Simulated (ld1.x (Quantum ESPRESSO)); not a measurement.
Al, TM semilocal: configuration errors across variants

- Element: Al (Z = 13)
- Generator: ld1.x (Quantum ESPRESSO) 7.5
- Type: norm-conserving Troullier–Martins (semilocal form)
- Functional: Wu–Cohen
- Relativity: scalar-relativistic
- Frozen core: [Ne]
- Valence charge: 3
- Reference configuration: 3s1.5 3p1.5
- Partial waves: 3p (bound): rc 2.75 bohr; 3d channel at -0.15 Ry: rc 3.00 bohr; 3s (bound): rc 2.00 bohr
- Local potential: the s channel
- Core correction: Bessel-smoothed model core inside 1.25 bohr

All-electron excitation energies from the reference (eV): (1) 3s2 3p1 -2.543; (2) 3s2 3p0 3.195; (3) 3s1 3p0 22.388; (4) 3s2 3p0.5 -0.471; (5) 3s0 3p3 7.872; (6) 3s1 3p1 8.997; (7) 3s2 3p1.3 -3.107.

A semilocal file is local in each channel, so a ghost entry of none says nothing of the separable form that plane-wave codes build from it.

Errors AE − PS in meV (a dash: test not solved or not reliable):

| change | (1) | (2) | (3) | (4) | (5) | (6) | (7) | bound ghosts |
| --- | --- | --- | --- | --- | --- | --- | --- | --- |
| base | -0.5 | -0.7 | +10 | -1.1 | -7.1 | +1.9 | -0.1 | none |
| core correction none | +0.8 | -0.9 | +1.9 | +0.2 | +7.3 | +3.0 | +1.0 | none |
| core correction Bessel-smoothed model core inside 1.08 bohr | -0.5 | -0.7 | +10.0 | -1.1 | -7.1 | +1.9 | -0.1 | none |
| core correction Bessel-smoothed model core inside 1.28 bohr | -0.5 | -0.7 | +10 | -1.1 | -7.0 | +1.9 | -0.1 | none |
| core correction Bessel-smoothed model core inside 1.66 bohr | -0.7 | -0.7 | +7.1 | -1.2 | -8.7 | +1.1 | -0.3 | none |
| core correction Bessel-smoothed model core inside 2.34 bohr | -0.6 | -1.1 | -16 | -0.9 | -7.6 | -0.8 | -0.3 | none |

(1) Give the same row for: core correction Bessel-smoothed model core inside 1.90 bohr.

Answers

(1) -1.1, -0.7, -8.3, -1.3, -13, -1.1, -0.7; bound ghosts: none.
